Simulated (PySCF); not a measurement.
Compound: SiEt(NMe2)3, C8H23N3Si.
InChI=1S/C8H23N3Si/c1-8-12(9(2)3,10(4)5)11(6)7/h8H2,1-7H3

The closed-shell ground state was solved at several levels (PySCF, density fitting, gas phase, non-relativistic). One conformer (not necessarily the lowest) at the PBE0-D3(BJ)/def2-SVP geometry, without solvent, vibrations or thermal averaging.

```
        level  basis functions  HOMO (eV)  LUMO (eV)  gap (eV)  dipole (D)
PBE0/pcSseg-1              326      -5.81       1.06      6.87        0.16
 KT2/pcSseg-1              326      -4.65       0.05      4.70        0.14
```

Problem. What might B3LYP/def2-SVPD (428 basis functions) give for the same quantities?

Solution. HOMO -5.67 eV, LUMO 0.23 eV, gap 5.90 eV, dipole 0.15 D.

Problem. Over all these levels, which gives the widest orbital gap and which the narrowest?

Solution. PBE0/pcSseg-1 (global hybrid, 25 % exact exchange) has the widest, 6.87 eV, and KT2/pcSseg-1 (GGA) the narrowest, 4.70 eV. The two share the basis. From the narrowest to the widest the HOMO moves by -1.16 eV and the LUMO by +1.01 eV.

Problem. How far do the dipole and the HOMO energy spread over the levels?

Solution. The dipole runs from 0.14 to 0.16 D (mean 0.15 D) and the HOMO from -5.81 to -4.65 eV.
